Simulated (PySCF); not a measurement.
**Lu³⁺ (lutetium, charge +3) across methods**

[Xe] 4f14, closed-shell 1S. Computed with PySCF 2.14 in ANO-RCC-VTZP (8s7p5d3f2g1h, 104 functions), with scalar relativity by spin-free X2C-1e.

```csv
method,E (hartree),mean ε 5s (eV),mean ε 5p (eV),mean ε 4f (eV),Σ⟨r²⟩ (bohr²),⟨S²⟩
PBE0,-14561.29,-90.972,-60.191,-39.675,31.91,0.000
PW91,-14563.07,-87.715,-58.261,-36.443,32.10,0.000
UHF,-14556.45940,-99.659,-65.001,-48.821,31.62,0.000
r2SCAN,-14561.62,-89.173,-59.091,-36.248,31.91,0.000
B3LYP,-14561.81,-90.315,-59.805,-39.019,32.01,0.000
LDA,-14551.84,-87.938,-58.490,-36.723,32.11,0.000
PBE,-14561.55,-87.606,-58.163,-36.337,32.10,0.000
```

Spin-orbit coupling, which splits the p, d and f shells strongly at this Z, is absent.
